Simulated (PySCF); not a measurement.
Excitation energy of Br⁺ by level of theory

Br⁺ [Ar] 3d10 4s2 4p4 (3P) → Br⁺ [Ar] 3d10 4s1 4p4 5s1 (5P), as a difference of total energies. Calculation: PySCF 2.14, in aug-cc-pV5Z-PP with ECP10MDF; scalar relativity through the core potential. Correlated levels: valence: 3s2 3p6 3d10 frozen. The calculations carry no spin-orbit coupling.

```csv
method,excitation energy (eV)
UHF,23.813
LDA,24.779
PBE,24.452
PBE0,24.589
r2SCAN,24.621
BHandHLYP,24.954
M06-2X,24.376
B97-3,24.956
MP2 (valence),24.051
SCS-MP2 (valence),24.260
```

**Question.** How much does correlation contribute at MP2 (valence)?

**Answer.** 24.051 − (23.813) = 0.238 eV, measured against UHF.

The upper state lies above the first ionisation limit, where it may autoionise and the basis confines it. A Rydberg-like electron needs more diffuse functions than a valence basis has.

The promoted electron is Rydberg-like, and one or two diffuse shells describe it only roughly, which tends to raise the upper state.
